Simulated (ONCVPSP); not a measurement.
## Before and after: ONCV potential for zirconium (Zr)

| Property | Result |
| --- | --- |
| Element | zirconium |
| Generator | ONCVPSP 4.0.1 |
| Type | optimised norm-conserving Vanderbilt (ONCV) |
| Functional | PBEsol |
| Relativity | scalar-relativistic |
| Frozen core | [Ar] 3d10 |
| Valence charge | 12 |
| Reference configuration | 4s2 4p6 4d2 5s2 |
| Partial waves | 4s+5s: rc 1.90 bohr, ncon 4, nbas 8, qcut 5 1/bohr, 3 projectors, debl 1.5 Ha; 4p: rc 2.00 bohr, ncon 5, nbas 9, qcut 6.8 1/bohr, 3 projectors, debl 0.5 Ha; 4d: rc 2.40 bohr, ncon 5, nbas 9, qcut 6.8 1/bohr, 2 projectors, debl 1.2 Ha |
| Local potential | polynomial inside 1.20 bohr (lpopt 4, dvloc0 -1 Ha) |
| Core correction | Teter function, fcfact 5.75, rcfact 1.25 |

In the p channel the program set the typed energies aside and used -1.192, 0.250, 0.750 Ha.

Change: d: rc 3.3.

Cutoffs: the cutoffs (Ha) at which the residual kinetic energy of the hardest occupied pseudo-wave falls to 1 and 0.1 mHa per electron; they do not see the model core or the augmentation charge, which bear on the density cutoff. Errors are all-electron minus pseudo energies relative to the spin-unpolarised reference configuration.

Question: How do hardness, ghosts and transferability respond?

Answer: The potential gets softer (14 Ha and 25 Ha → 10 Ha and 25 Ha); of the 4 tests that both files solve, the error grows in 1 and shrinks in 1 by more than 15 % and 0.3 meV (median size 2.7 → 6.2 meV); neither file shows a bound ghost. A larger radius leaves more room for a smooth pseudo-wave, so fewer plane waves are needed.

```tsv
quantity	base	changed
cutoff, loose	14 Ha	10 Ha
cutoff, tight	25 Ha	25 Ha
loose cutoff by channel	s 10 Ha, p 9.8 Ha, d 14 Ha	s 10 Ha, p 9.8 Ha, d 10 Ha
bound ghosts	none	none
GHOST(+) flags under 300 eV	s at 262.6 eV	s at 262.6 eV
error for 4s2 4p6 4d2 5s1, meV [ΔE 7.17 eV]	-1.9	-1.5
error for 4s2 4p6 4d2 5s0, meV [ΔE 20.08 eV]	-8.7	-8.8
error for 4s2 4p6 4d1 5s0, meV [ΔE 42.67 eV]	-0.8	+24
error for 4s2 4p6 4d2 5s0 5p2, meV [ΔE 6.27 eV]	-3.5	-3.5
s: phases at 1.93 bohr within 0.05 rad from the reference energy up to (Ha; the scan ends near 5)	to the end of the scan	to the end of the scan
p: phases at 2.03 bohr within 0.05 rad from the reference energy up to (Ha; the scan ends near 5)	to the end of the scan	to the end of the scan
rms error of d²Exc/dni dnj with the model core, mHa	0.93	0.98
```
